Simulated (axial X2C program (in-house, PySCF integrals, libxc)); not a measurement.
**Testing model relations on BSe⁻**

A bond curve at the CCSD(T) level, with spin–orbit coupling, was computed with an axial X2C code built on PySCF integrals (basis Se dyall-acv3z [9s10p7d5f1g], B dyall-av3z [8s7p3d2f] (cores contracted in-house)) for the state Ω = 0 (closed shell). Its fit gives Re = 1.8385 Å, ωe = 802.8 cm⁻¹, ωexe = 3.96 cm⁻¹ and αe = 3.794e-03 cm⁻¹; the masses are 79.9165 and 11.0093 u. Two-component means X2C with spin–orbit coupling and atomic mean-field Coulomb and Gaunt terms.

Correlated methods: 10 electrons correlated (number of frozen shells: Se 3 s, 2 p, 1 d; B 1 s), 254 virtual spin orbitals or spinors in MP2, 90 natural virtuals in coupled cluster.

Q: Find the reduced mass, Be and the force constant.

A: From the CCSD(T) values: μ = 9.6763 u. Be = 16.8576/(μ Re²) = 0.5154 cm⁻¹. k = 5.8918×10⁻⁷ μ ωe² = 3.67 mdyn/Å.

Q: Estimate the centrifugal constant by the Kratzer relation.

A: D = 4Be³/ωe² = 8.50e-07 cm⁻¹.

Q: Estimate De from a Morse curve and compare with the computed well depth of 5.044 eV to Se- + B.

A: De(Morse) = ωe²/(4ωexe) = 5.045 eV against 5.044 eV computed, a ratio of 1.00. For De the Morse form works well here.

Q: Give B0, the J = 1←0 line in GHz and the most populated J at 300 K (kT = 208.5 cm⁻¹).

A: B0 = Be − αe/2 = 0.5135 cm⁻¹; 2B0 = 30.79 GHz; J(max) ≈ √(kT/2B0) − 1/2 = 13.7, so J = 14.

Q: Where do the fundamental and the first overtone lie?

A: ν(1←0) = ωe − 2ωexe = 794.9 cm⁻¹; ν(2←0) = 2ωe − 6ωexe = 1581.8 cm⁻¹.

One determinant describes the state; a PBE0 search over occupations chose it and may have missed a lower one. Dissociation energies refer to the lowest single-determinant-based atoms at the same level and basis. CCSD and (T) use frozen natural virtuals with an MP2 correction for the truncation; (T) itself is uncorrected, so its De runs slightly low.
